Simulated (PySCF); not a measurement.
FH₂MgN, SMILES [NH2][Mg][F].

Coordinates come from a TPSSh-D3(BJ)/def2-TZVP optimisation. Other conformers were not sampled.

The numbers are results of PySCF with C-PCM-ωB97X/def2-SVP, not measurements.

The values are the electrostatic part of the solvation free energy, E(continuum) − E(gas) at the gas-phase geometry, in a cavity of scaled van der Waals radii (PySCF's table); cavitation and dispersion terms are not included. A continuum can't describe solvent molecules that bind to the metal. In vacuum the orbital gap is 9.52 eV. The dipole moment in vacuum is 2.32 D.

Computed values in water (ε = 78.36), chloroform (ε = 4.71), cyclohexanone (ε = 15.62):
```json
[
 {"solvent": "water", "ε": "78.36", "ΔG(elec) (kcal/mol)": "-15.4", "dipole (D)": "2.34", "gap (eV)": "9.93"},
 {"solvent": "chloroform", "ε": "4.71", "ΔG(elec) (kcal/mol)": "-12.1", "dipole (D)": "2.34", "gap (eV)": "9.85"},
 {"solvent": "cyclohexanone", "ε": "15.62", "ΔG(elec) (kcal/mol)": "-14.5", "dipole (D)": "2.34", "gap (eV)": "9.91"}
]
```
